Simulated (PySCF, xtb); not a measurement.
GaI2, SMILES [Ga]([I])[I], multiplicity 2.

Harmonic wavenumbers (cm⁻¹) from GFN2-xTB (xtb) at its own minimum, in rising order: 42, 182, 233.

Task: What does PySCF with B3LYP-D3(BJ)/def2-SVP give at its own minimum? (The exact figures need the calculation; the answer reports its results.)

Result: 52, 178, 243. Paired by order, the mean absolute difference is 8 cm⁻¹ and the zero-point energies are 0.7 and 0.7 kcal/mol.
